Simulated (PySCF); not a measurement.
## Sr⁺ (strontium, charge +1) across methods

[Kr] 5s1, 2S determinant. Computed with PySCF 2.14 in aug-cc-pVQZ-X2C, with scalar relativity by spin-free X2C-1e.

| method | E (hartree) | mean ε 4p α (eV) | mean ε 4p β (eV) | mean ε 5s α (eV) | Σ⟨r²⟩ (bohr²) | ⟨S²⟩ |
| --- | --- | --- | --- | --- | --- | --- |
| PBE0 | -3178.76 | -31.268 | -31.129 | -9.245 | 43.90 | 0.750 |
| r2SCAN | -3179.05 | -29.985 | -29.891 | -8.769 | 43.90 | 0.750 |
| LDA | -3174.89 | -29.419 | -29.297 | -8.893 | 43.43 | 0.750 |
| M06-L | -3178.94 | -29.739 | -29.747 | -8.484 | 43.68 | 0.751 |
| M06-2X | -3179.25 | -32.868 | -32.852 | -10.003 | 43.82 | 0.750 |
| PBE | -3178.68 | -29.321 | -29.175 | -8.696 | 43.79 | 0.750 |
| UHF | -3177.17926 | -35.884 | -35.766 | -10.475 | 45.05 | 0.750 |

Task: Estimate the same row for M06.

Result: E (hartree) = -3179.07; mean ε 4p α (eV) = -31.209; mean ε 4p β (eV) = -31.170; mean ε 5s α (eV) = -9.093; Σ⟨r²⟩ (bohr²) = 43.62; ⟨S²⟩ = 0.751.
